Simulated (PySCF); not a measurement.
The vertical singlet excitations below were computed for one of the candidates. The calculation used TDDFT wB97X-D/def2-SVPD, vertical, gas phase, core orbitals frozen in the response in PySCF. Geometries: GFN2-xTB, one conformer each.

```
state  E (eV)       f  main configurations (H = HOMO, L = LUMO)
   S1    5.44   0.019                    H→L (55%), H→L+2 (37%)
   S2    6.03  0.0086   H→L+1 (35%), H-2→L+1 (24%), H→L+2 (10%)
   S3    6.11   0.042       H→L+2 (21%), H→L (19%), H→L+1 (18%)
   S4    6.34  0.0045   H-1→L (41%), H-1→L+2 (19%), H→L+1 (10%)
   S5    6.39   0.018   H→L+4 (20%), H→L+5 (16%), H-1→L+1 (12%)
   S6    6.56   0.019   H→L+4 (32%), H-1→L+1 (17%), H→L+3 (15%)
   S7    6.68   0.013     H→L+3 (18%), H→L+8 (15%), H→L+7 (12%)
   S8    6.77   0.023    H-2→L+1 (40%), H→L+1 (20%), H→L+3 (9%)
```

Task: Which candidate is it?
A. `C#C[SiH2]CN(C)[SiH3]`
B. `CSc1cnncn1`
C. `C=N/C(=C\[SiH3])C[SiH3]`

Result: A. Its S1, at 5.44 eV, is the highest among the candidates; the nearest of the others has S1 at 4.34 eV. S1 is HOMO→LUMO (55%), HOMO→LUMO+2 (37%). Löwdin shares by element: HOMO nitrogen 48%, carbon 18% or more, silicon 7% or more (atoms not listed hold the other 26%); LUMO carbon 32% or more, silicon 30% (atoms not listed hold the other 39%). At the same level the other candidates give, for their lowest levels:
- `C=N/C(=C\[SiH3])C[SiH3]`: 4.34 eV (f 0.043); 5.71 eV (f 0.080); 6.14 eV (f 0.189); 6.69 eV (f 0.060); 6.75 eV (f 0.055); T1 3.39 eV; HOMO -8.54, LUMO 0.52 eV
- `CSc1cnncn1`: 3.37 eV (f 0.004); 4.08 eV (f 0.000); 4.80 eV (f 0.154); 5.42 eV (f 0.170); 5.80 eV (f 0.000); T1 2.71 eV; HOMO -8.86, LUMO -0.24 eV

Conformer computed: `[CH:1]#[C:2][SiH2:3][CH2:4][N:5]([CH3:6])[SiH3:7]`: C2–Si3–C4–N5 180°, Si3–C4–N5–C6 68°.
Triplets come from the Tamm–Dancoff approximation.
